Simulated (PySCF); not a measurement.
S3, SMILES [S]S[S-], charge -1, multiplicity 2. Coordinates come from a PBE-D3(BJ)/def2-SVPD optimisation.

Computed equilibrium geometry at PBE-D3(BJ)/def2-SVPD (PySCF confirms it by a frequency run) as bond lengths and angles, and its point group:
point group C2v.
Atoms: S1 S2 S3. Bond lengths (Å): S1–S2 2.040, S1–S3 2.040. Angles (°): S2–S1–S3 115.6.
Charge -1, spin multiplicity 2.
